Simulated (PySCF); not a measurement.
**Pm⁺ (promethium, charge +1) across methods**

[Xe] 4f5 6p1, one real determinant (an excited configuration). Calculation: PySCF 2.14, in cc-pVDZ-X2C; scalar relativity by spin-free X2C-1e.

```tsv
method	E (hartree)	mean ε 5p β (eV)	mean ε 4f α (eV)	mean ε 6p α (eV)	Σ⟨r²⟩ (bohr²)	⟨S²⟩
PBE	-10019.27	-28.453	-10.076	-6.378	68.68	12.002
LDA	-10011.72	-28.683	-10.209	-6.362	68.39	12.002
UHF	-10015.85281	-34.000	-19.618	-7.485	72.57	12.005
```

Problem. Estimate the same row for r2SCAN.

Solution. E (hartree) = -10019.62; mean ε 5p β (eV) = -28.980; mean ε 4f α (eV) = -10.383; mean ε 6p α (eV) = -6.375; Σ⟨r²⟩ (bohr²) = 68.87; ⟨S²⟩ = 12.005.

⟨L²⟩ = 26.02 against 42 for a pure I term, so this real determinant mixes terms. Spin-orbit coupling, absent here, splits the open shell strongly.
